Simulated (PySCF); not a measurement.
# Field gradients at the hydrogen positions

C₂H₉BO.
Z-matrix (Å and degrees, PBE0-D3(BJ)/def2-SVP geometry), rows numbered from 1:
```
B 
O   1  1.6369
C   2  1.4208  1  114.00
C   2  1.4209  1  113.89  3   132.81
H   1  1.2272  2  104.13  3   -66.98
H   1  1.2192  2  103.46  3   173.09
H   1  1.2192  2  103.48  3    52.91
H   3  1.0997  2  109.03  1  -171.64
H   3  1.0949  2  106.80  1   -52.21
H   3  1.1021  2  110.19  1    66.84
H   4  1.1021  2  110.20  1   -67.50
H   4  1.0996  2  109.04  1   170.93
H   4  1.0949  2  106.77  1    51.52
```

Level: PBE0/pcSseg-1 (PySCF, non-relativistic); Q(2H) = 0.00286 b; rigid geometry, the same for H and D, with no vibrational averaging.

Question: Rank these positions by the coupling χzz of a deuteron there, largest first.
A. H5 (B–H hydrogen)
B. H10 (methyl hydrogen)
C. H9 (methyl hydrogen)
D. H6 (B–H hydrogen)

Answer: C (193 kHz), B (186 kHz), D (132 kHz), A (127 kHz).

Q: What are Vzz, η and χzz (234.96 MHz × Q × Vzz) at all hydrogens?

A: 
| atom | bonded to | bond length (Å) | Vzz (au) | η | χzz (kHz) |
| --- | --- | --- | --- | --- | --- |
| H5 | B1 | 1.227 | 0.1895 | 0.15 | 127 |
| H6 | B1 | 1.219 | 0.1957 | 0.15 | 132 |
| H7 | B1 | 1.219 | 0.1956 | 0.15 | 131 |
| H8 | C3 | 1.100 | 0.2823 | 0.11 | 190 |
| H9 | C3 | 1.095 | 0.2872 | 0.09 | 193 |
| H10 | C3 | 1.102 | 0.2762 | 0.10 | 186 |
| H11 | C4 | 1.102 | 0.2762 | 0.10 | 186 |
| H12 | C4 | 1.100 | 0.2824 | 0.11 | 190 |
| H13 | C4 | 1.095 | 0.2871 | 0.09 | 193 |

Q: Average by the element that carries the hydrogen.

A: on B: 130 kHz over 3 positions, mean bond length 1.222 Å; on C: 189 kHz over 6 positions, mean bond length 1.099 Å.

Geometry: PBE0-D3(BJ)/def2-SVP; no solvent, vibrations or thermal averaging. The small basis limits the accuracy of the gradients.
